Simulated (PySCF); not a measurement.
C2H7FOSi2, SMILES C[Si@H](F)C(=O)[SiH3].

Geometry: B3LYP-D3(BJ)/def2-SVP. The structure was generated by enumeration; whether it is a known compound was not checked. Other conformers were not sampled.

Two levels are set side by side: TDDFT-PBE/def2-SVPD (PySCF) and TDDFT-ωB97X/def2-SVPD (PySCF). Vertical, same geometry. The lowest singlet is HOMO→LUMO 100 % with PBE and HOMO→LUMO 97 % with the other functional; states are paired by order. Differences are taken from unrounded values.

```json
[
 {"quantity": "lowest singlet excitation (eV)", "TDDFT-ωB97X": "2.44", "TDDFT-PBE": "2.33", "TDDFT-PBE minus TDDFT-ωB97X": "-0.11"},
 {"quantity": "lowest triplet excitation (TDA) (eV)", "TDDFT-ωB97X": "1.82", "TDDFT-PBE": "1.67", "TDDFT-PBE minus TDDFT-ωB97X": "-0.15"},
 {"quantity": "first bright state (f over 0.05) (eV)", "TDDFT-ωB97X": "7.16", "TDDFT-PBE": "5.36", "TDDFT-PBE minus TDDFT-ωB97X": "-1.81"},
 {"quantity": "its oscillator strength", "TDDFT-ωB97X": "0.09", "TDDFT-PBE": "0.05", "TDDFT-PBE minus TDDFT-ωB97X": "-0.04"}
]
```

Functionals without exact exchange tend to place singlet excitations lower, as here. Differences between two approximate levels are no errors against the true value.

Rough cost on one machine, each run with all the roots and properties that it gave: TDDFT-ωB97X against TDDFT-PBE about 10 times.
